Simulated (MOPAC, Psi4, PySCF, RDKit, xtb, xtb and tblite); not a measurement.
Two geometries of C4H9BO3Si2, SMILES c1([SiH2][SiH2]B(O)O)occc1, singlet, relaxed at GFN2-xTB with one dihedral held; other torsions can differ between them too.

Structure A

```
19

O      3.9344    -1.1112     0.1568
B      2.8501    -1.0352    -0.6432
O      2.6247    -2.1008    -1.4630
Si     1.7768     0.6209    -0.5085
Si     2.8675     2.3457     0.5848
C      4.6883     2.1442     0.1790
C      5.8597     2.3190     0.8620
C      6.9040     1.9208    -0.0029
C      6.2970     1.5275    -1.1556
O      4.9666     1.6569    -1.0575
H      4.4539    -1.9141     0.0746
H      1.8664    -2.0686    -2.0423
H      1.3181     1.0781    -1.8418
H      0.4755     0.3833     0.1567
H      2.4768     3.6996     0.1559
H      2.7880     2.3692     2.0522
H      5.9566     2.6889     1.8624
H      7.9556     1.9241     0.2023
H      6.6903     1.1535    -2.0810
```

Structure B

```
19

O     -3.5271    -1.6224     0.6106
B     -2.2851    -1.2343     0.2477
O     -1.2479    -1.9844     0.7125
Si    -2.1085     0.4159    -0.8204
Si    -1.3140     2.2020     0.4392
C      0.3728     1.6332     1.0573
C      1.4070     2.2225     1.7287
C      2.4161     1.2444     1.8838
C      1.9316     0.1184     1.2952
O      0.7038     0.3378     0.7940
H     -3.5634    -2.4101     1.1584
H     -0.3652    -1.6708     0.5190
H     -3.3486     0.8440    -1.4871
H     -1.1537     0.2564    -1.9432
H     -2.0793     2.5590     1.6464
H     -1.0687     3.4826    -0.2379
H      1.4368     3.2371     2.0690
H      3.3666     1.3609     2.3636
H      2.3494    -0.8622     1.1731
```

Q: Which is lower in energy at the level B3LYP-D3(BJ)/def2-SVP // GFN2-xTB (Psi4), and by how much?

A: B is lower, by 10.25 kJ/mol (dihedral O1–B2–Si4–Si5: 15° in A, 105° in B).

E(B) − E(A) in kJ/mol at the other levels, on the same two geometries: GFN2-xTB (xtb and tblite) -3.98; B3LYP/def2-SVP // GFN2-xTB (Psi4) -9.79; PBE/def2-SVP // GFN2-xTB (Psi4) -10.03; PBE-D3(BJ)/def2-SVP // GFN2-xTB (Psi4) -10.31; UFF // GFN2-xTB (RDKit) 3.92; PM3, restricted, heats of formation // GFN2-xTB (MOPAC) -3.84; PM6, restricted, heats of formation // GFN2-xTB (MOPAC) -3.61; GFN1-xTB // GFN2-xTB (xtb) -10.39; restricted B3LYP/6-31G*, spherical d, density fitting // GFN2-xTB (PySCF) -9.01.
